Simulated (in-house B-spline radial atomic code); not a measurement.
## Ionising the iron ion Fe²⁺ with different functionals

Computed with a B-spline radial code for spherical atoms: scalar-relativistic (spin-free X2C) Hamiltonian, Fermi nucleus of rms radius 3.7377 fm, spin-polarised at highest spin, spherical fractional occupations for the functionals, and exact exchange of hybrids averaged over the configuration. The ionisation energy is the difference of two self-consistent energies, [Ar] 3d6 → [Ar] 3d5, without Breit or QED terms; ε is the level of the shell that loses the electron (its least bound occupied spin orbital).

```tsv
method	rung	ΔSCF (eV)	-ε(3d) (eV)
PBE0	global hybrid	30.76	25.43
B3LYP	global hybrid	31.18	25.29
TPSSh	global hybrid	30.72	23.83
BHandHLYP	global hybrid	30.50	27.72
r2SCAN0	global hybrid	29.93	24.78
B97-1	global hybrid	30.96	25.18
HSE06	range-separated hybrid	30.80	25.05
wB97X	range-separated hybrid	30.79	28.07
CAM-B3LYP	range-separated hybrid	31.17	27.25
LC-wPBE	range-separated hybrid	31.16	28.43
```

Question: Among the functionals, which spreads more, the ΔSCF values or the orbital energies?

Answer: The orbital energies: ΔSCF values span about 1.26 eV and the orbital energies 4.60 eV.

Question: How do they compare with the NIST value?

Answer: NIST lists 30.65 eV ± 0.012 (measured, ground level to ground level). Errors run from -0.72 to +0.53 eV; TPSSh is closest (+0.06 eV), but part of that can be cancellation, since the calculations leave out spin-orbit coupling, Breit-QED terms, multiplet and fine-structure energies.
